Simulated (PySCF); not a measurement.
Structure problem from calculated spectra and properties.

Elements present: C, F, H, O and Si. Monoisotopic mass: 182.0415 u.

| Quantity | Value |
| --- | --- |
| 1H NMR | chemical shifts (computed TMS as zero) by class: 5.17 (2 H), 3.60 (6 H), 3.47 (3 H), 3.38 (2 H), 1.07 (2 H) ppm [GIAO PBE0/pcSseg-1] |
| 13C NMR | chemical shifts (computed TMS as zero) by class: 83.5 (1 C), 73.8 (1 C), 59.4 (1 C), 18.3 (1 C) ppm [GIAO PBE0/pcSseg-1] |
| Rotational structure | rotational constants A, B, C: 1.191, 0.578, 0.557 GHz [GFN2-xTB] |
| NMR, other nuclei | isotropic shieldings of nuclei other than C and H, by class: 294 (1 O), 469 (1 F), 401 (1 Si), 459 (2 Si) ppm [GIAO PBE0/pcSseg-1] |
| Dipole | 4.15 D [PBE0/pcSseg-1] |

The electronic properties come from PySCF, for the isolated species, density fitting. Levels stand in brackets. One conformer (not necessarily the lowest) at the GFN2-xTB geometry, without solvent, vibrations or thermal averaging. Each NMR value is the plain mean over a class of atoms that symmetry, rotation or inversion makes alike.

Q: Which formula fits the mass and the elements?

A: C4H15FOSi3 (calculated 182.0415). No other formula that holds each of these elements comes within 0.0003 u with a fitting electron parity and a possible valence count.

Q: What is the compound? Reason from the data.

A: Numbering: `[CH3:1][O:2][CH2:3][CH2:4][Si:5]([SiH3:6])([SiH3:7])[CH2:8][F:9]`. Its formula, C4H15FOSi3, gives 0 degrees of unsaturation, so no ring and no π bond. 4 carbons fall into 4 classes; from least to most shielded: sp3 C–F carbon [C8] (83.5 ppm), sp3 carbon bound to oxygen [C3] (73.8 ppm), methoxy carbon [C1] (59.4 ppm), sp3 carbon bound to silicon [C4] (18.3 ppm). Hydrogen classes from least to most shielded: 2 H on an sp3 C–F carbon, C8 (5.17 ppm), 6 H on 2 SiH3 silicons, Si6/Si7 (3.60 ppm), 3 H on a methoxy carbon, C1 (3.47 ppm, a mean of values up to 0.8 ppm apart in this geometry), 2 H on an sp3 carbon bound to oxygen, C3 (3.38 ppm, a mean of values up to 0.8 ppm apart in this geometry), 2 H on an sp3 carbon bound to silicon, C4 (1.07 ppm). The other shieldings belong to: 294 ppm, ether oxygen [O2]; 469 ppm, alkyl fluorine [F9]; 401 ppm, four-coordinate silicon [Si5]; 459 ppm, SiH3 silicon [Si6/Si7]. The optimised geometry has point group C1 and is an asymmetric top. Structure: `COCC[Si]([SiH3])([SiH3])CF`. The assignments are read from this structure; whether some other isomer fits the data as well wasn't checked.

Conformer computed: `[CH3:1][O:2][CH2:3][CH2:4][Si:5]([SiH3:6])([SiH3:7])[CH2:8][F:9]`: C1–O2–C3–C4 178°, O2–C3–C4–Si5 -49°, C3–C4–Si5–Si6 50°, C4–Si5–C8–F9 -170°.
